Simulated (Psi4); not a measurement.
A dimer, Cl2 ··· H2Se (SMILES ClCl and [SeH2]), singlet; the first 2 atoms form monomer A.

```
5

Cl     1.0067     0.0000     0.0000
Cl    -1.0067     0.0000     0.0000
Se    -0.1744    -3.1557    -2.0371
H     -0.2526    -1.6894    -1.9596
H     -1.6379    -3.2713    -1.9531
```

Q: What interaction energy does Psi4 1.11 with SAPT0/jun-cc-pVDZ, frozen core give, and which attractive term is the largest?

A: Total 4.08 kJ/mol: electrostatics -8.10, exchange 22.17, induction -2.26, dispersion -7.73. The most attractive term is electrostatics.
